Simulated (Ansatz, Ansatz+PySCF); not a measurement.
```yaml
atoms:
  - { symbol: S, position_ang: [0.0000, 0.4005, -1.5072] }
  - { symbol: S, position_ang: [0.0000, -0.5817, 0.1229] }
  - { symbol: O, position_ang: [0.0000, 0.1813, 1.3843] }
```

Basis set: def2-SVP (spherical functions). Correlated methods keep 11 orbitals frozen. Charge 0, multiplicity 1.

Computed with Ansatz (development build ahead of 0.2.0); each method stands on the lowest determinant of its kind that the runs found. Restricted open shells among the atoms or ions are ROHF, correlated in semicanonical orbitals with singles.

The atomization energy at this shape (free ground-state atoms in the same class of orbitals less the molecule, no zero-point energy) of singlet S₂O:

```csv
method,atomization energy
UHF-CCSDT(Q),663.8 kJ/mol
UHF-CCSD(T),642.1 kJ/mol
RHF-MP2,712.9 kJ/mol
UHF-MP2,615.8 kJ/mol
RHF,216.8 kJ/mol
UHF,228.9 kJ/mol
```

(1) What does RHF-CCSD(T) give?

Answers

(1) 653.6 kJ/mol. Caution for UHF-CCSDT(Q), UHF-CCSD(T), UHF-MP2: a plain start can end on a higher determinant. Caution for UHF-CCSDT(Q), UHF-CCSD(T), UHF-MP2, UHF: the unrestricted determinant is spin contaminated. Caution for RHF-CCSD(T), RHF-MP2, RHF: an unrestricted determinant lies well below. Caution for UHF-CCSD(T): another reference gives a lower total.
